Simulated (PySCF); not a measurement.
All numbers come from PBE0 in PySCF with Ti def2-TZVP, F def2-TZVP, Cl def2-TZVP; no relativity; density-fitted integrals. Open shells, if any, are unrestricted.

Problem. What spin state, shape and geometry does isolated TiFCl take (every ligand bound to Ti)?

Solution. Formally Ti is in oxidation state +2, d2, with 2 unpaired electrons (the high-spin count). The Mulliken spin on Ti is 2.06. The polar-tensor charge on Ti, 1.42, is below the formal one. The lowest minimum found is a triplet of Cs symmetry with Ti–Cl 2.231 Å, Ti–F 1.793 Å; Cl–Ti–F 143.0°. Its harmonic wavenumbers are 89 (a'), 412 (a'), 699 (a') cm⁻¹ and its dipole moment is 2.41 D.

This need not be the most stable arrangement of these atoms. Other spin states or occupations of the open shell can lie lower.
